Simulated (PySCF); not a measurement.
# Radial density of Ne³⁺ (neon, charge +3)

UHF, [He] 2s2 2p3, high-spin 4S determinant. Computed with PySCF 2.14 in def2-SVP (3s2p1d, 14 functions), with the non-relativistic Hamiltonian (point nucleus).

```
r (bohr)  4πr²ρ (e/bohr)  4πr²(ρα − ρβ)
 0.00267         0.05064         0.0002
 0.00449          0.1413         0.0005
 0.00755          0.3851         0.0012
  0.0127          0.9942         0.0031
  0.0214           2.346         0.0074
  0.0359           4.989         0.0168
  0.0604           8.656         0.0416
   0.102           10.98         0.1542
   0.171           8.445         0.6654
   0.288           4.654         1.9880
   0.484           5.829         3.7545
   0.814           5.300         2.9386
    1.37           1.103         0.5589
    2.30         0.04945         0.0283
    3.87       6.989e-05         0.0001
```
